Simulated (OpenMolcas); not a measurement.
# P: thermal populations, worked from levels

```json
{
 "Program": "OpenMolcas 26.06",
 "Basis": "ANO-RCC-VTZP [5s4p2d1f]",
 "Scalar Hamiltonian": "DKH2, point nucleus",
 "Active space": "3 electrons in 3 orbitals (3p)",
 "State averaging": "2S+1 = 4 odd, 1 root; 2S+1 = 2 odd, 8 roots",
 "Spin-orbit coupling": "RASSI with atomic mean-field integrals over the reference wave functions, term energies averaged over their components"
}
```

Methods: CASSCF; SS-CASPT2, IPEA 0.25 Eh, imaginary shift 0.1 Eh (closed shells correlated: 2s 2p 3s). Measured levels: NIST Handbook of Basic Atomic Spectroscopic Data.

**Thermal populations.** Z = Σ (2J + 1) exp(-E/kT) with k = 0.695035 cm-1/K, over the levels below. No other level of either list lies under 55900 cm-1, which is above 7 kT at each temperature.

```csv
Level,2J + 1,SS-CASPT2,measured
3s² 3p³ ⁴S°_3/2,4,0.0,0.0
3s² 3p³ ²D°_3/2,4,12030,11361
3s² 3p³ ²D°_5/2,6,12030,11377
3s² 3p³ ²P°_1/2,2,20280,18723
3s² 3p³ ²P°_3/2,4,20290,18748
```

```json
{"T (K)": "5000", "Z, SS-CASPT2": "4.331", "Z, measured levels": "4.407", "Ground level (%), SS-CASPT2": "92.4", "Ground level (%), measured levels": "90.8"}
{"T (K)": "8000", "Z, SS-CASPT2": "5.305", "Z, measured levels": "5.500", "Ground level (%), SS-CASPT2": "75.4", "Ground level (%), measured levels": "72.7"}
```

At 8000 K, kT = 5560 cm-1, and the computed levels give Z = 4.000 + 0.460 + 0.689 + 0.052 + 0.104 = 5.305.

CASPT2 does not keep the components of a term degenerate, so their means are used; among the terms shown or strongly mixed into the levels shown the widest spread is 170 cm-1 (3s² 3p³ ²P°, SS-CASPT2). With the s shell closed, the reference lacks s² → p² mixing. Without dynamic correlation excited terms often stand tens of per cent too high (terms of higher spin than the ground term too low), and those without a measured partner can miss by more than the paired ones (holds for CASSCF). Computed and measured levels are paired by configuration, term and J; levels that our copy of the source lacks, or whose pairing is in doubt (as where it misses far off the trend of its configuration), stay unpaired and out of the deviations. Levels of configurations outside the active space are missing.

° marks odd parity.
